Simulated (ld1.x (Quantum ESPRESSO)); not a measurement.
**Reading a pseudo-wave (Nd)**

Columns: radius, all-electron u(r) and pseudo u(r) of the 5s shell (level -49.76 eV) of neodymium in the configuration [Kr] 4d10 4f3 5s2 5p6 5d1 6s1 6p0; PBE, scalar-relativistic, TM scheme, ld1.x (Quantum ESPRESSO) 7.5.

```
r (bohr)  all-electron  pseudo
   0.185        0.3523  0.0510
   0.370       -0.3200  0.1243
   0.555       -0.4606  0.2479
   0.740        0.0775  0.4456
   0.925        0.6053  0.6973
   1.110        0.9012  0.9089
   1.295        0.9882  0.9883
   1.480        0.9423  0.9423
   1.665        0.8292  0.8292
   1.850        0.6934  0.6934
   2.035        0.5601  0.5601
   2.220        0.4415  0.4415
   2.405        0.3419  0.3419
   2.590        0.2612  0.2612
   2.775        0.1975  0.1975
   2.960        0.1482  0.1482
   3.145        0.1105  0.1105
   3.330        0.0820  0.0820
   3.515        0.0605  0.0605
   3.700        0.0445  0.0445
   3.885        0.0327  0.0327
   4.070        0.0239  0.0239
   4.255        0.0174  0.0174
   4.440        0.0127  0.0127
   4.625        0.0092  0.0092
   4.810        0.0067  0.0067
```

**Question.** How many radial nodes do the two functions have?

**Answer.** The all-electron 5s function has n − l − 1 = 4 (the table is too coarse to show those close to the nucleus); the pseudo-wave has 0, since the states of the same l below it are removed with the core.

**Question.** At about which radius was the pseudo-wave matched?

**Answer.** 1.40 bohr, where the columns begin to agree (steps of 0.18 bohr).

**Question.** Is the pseudo-wave norm-conserving?

**Answer.** Yes: the TM scheme keeps the norm inside the radius equal to the all-electron one, which fixes the energy derivative of the logarithmic derivative at the level.
